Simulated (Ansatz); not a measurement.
Two members of one family (Same ligands, another metal), computed with Ansatz in the gas phase; def2 core potentials for Hf, Nb, no spin–orbit coupling. HOMO and LUMO are taken over both spins. Binding counts from free atoms in the multiplicity of their measured ground term, without zero-point energy. The spins of the ions were chosen, not always searched. A dash marks a value that wasn't run or was left out as unsound. The structures are stationary points that may keep the symmetry of their start. Remarks come from the PBE and PBE0 runs and from stability tests at other levels; not every state was tested. HOMO above LUMO (over both spins in singlets and doublets, within one spin in higher multiplets; at PBE or PBE0), or a gap under 0.15 eV within one spin, warns that the state may not be the lowest or that an electron is smeared out.

First: NbF4 (doublet, charge 0, PBE0-D4/def2-SVP geometry; oxidised ion singlet).

```csv
atom,x (Å),y (Å),z (Å)
Nb1,0.000,0.000,0.000
F2,-0.684,1.131,1.303
F3,-1.052,0.517,-1.439
F4,-0.077,-1.843,-0.207
F5,1.813,0.195,0.344
```

| level | HOMO (eV) | LUMO (eV) | gap (eV) | vertical IE (eV) | binding per atom (eV) |
| --- | --- | --- | --- | --- | --- |
| PBE-D4/def2-TZVP | -4.87 | -3.49 | 1.38 | 8.52 | 5.04 |
| r2SCAN-D4/def2-TZVP | -5.34 | -3.47 | 1.87 | – | 4.84 |
| PBE0-D4/def2-SVP | -6.57 | -2.59 | 3.98 | – | 4.82 |
| PBE0-D4/def2-TZVP | -6.62 | -2.61 | 4.01 | 9.13 | 4.70 |
| ωB97M-V/def2-TZVP | -8.97 | -0.77 | 8.20 | – | 4.80 |

Metal–donor distances: 4 × F 1.86 Å.

Second: HfF4 (singlet, charge 0, PBE0-D4/def2-SVP geometry).

```xyz
5

Hf   -0.0001   -0.0001    0.0002
F    -1.1276   -1.1952   -0.9601
F    -0.9404    1.6186    0.3474
F     1.5522    0.3778   -1.0356
F     0.5158   -0.8011    1.6482
```

**Question.** Estimate how these quantities change from the first to the second (second minus first).

**Answer.** 
| level | Δ HOMO (eV) | Δ LUMO (eV) | Δ gap (eV) | Δ vertical IE (eV) | Δ binding per atom (eV) |
| --- | --- | --- | --- | --- | --- |
| PBE-D4/def2-TZVP | -5.23 | 1.86 | 7.09 | 4.96 | 0.57 |
| r2SCAN-D4/def2-TZVP | -5.27 | 2.13 | 7.40 | – | 0.67 |
| PBE0-D4/def2-SVP | -5.48 | 1.74 | 7.22 | – | 0.60 |
| PBE0-D4/def2-TZVP | -5.55 | 1.68 | 7.23 | 5.36 | 0.66 |
| ωB97M-V/def2-TZVP | -5.71 | 1.02 | 6.74 | – | 0.62 |

Metal–donor distances: 4 × F 1.90 Å. Remarks: gap within one spin near zero at PBE or PBE0 (+1 doublet).
